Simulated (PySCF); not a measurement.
Cartesian coordinates (Å):
```xyz
7

Hf    -0.0168    -0.0611     0.0284
Cl    -1.1742    -1.6255     1.3665
Cl     0.5782     1.8029     1.3410
Cl    -1.2375     0.4168    -1.9278
N      1.7001    -0.9067    -0.5736
H      1.8411    -1.4082    -1.4592
H      2.5663    -0.9587    -0.0233
```
Charge 0, multiplicity 1.

Q: Predict the HOMO–LUMO gap, LUMO, HOMO, charge on the central atom (Mulliken), total energy and dipole moment from TPSSh-D3(BJ)/def2-TZVP // PBE-D3(BJ)/def2-SVP in PySCF.

A: 
- HOMO–LUMO gap = 5.37 eV
- LUMO = -2.18 eV
- HOMO = -7.55 eV
- charge on the central atom (Mulliken) = 1.30 e
- total energy = -1484.9890 Ha
- dipole moment = 2.69 D
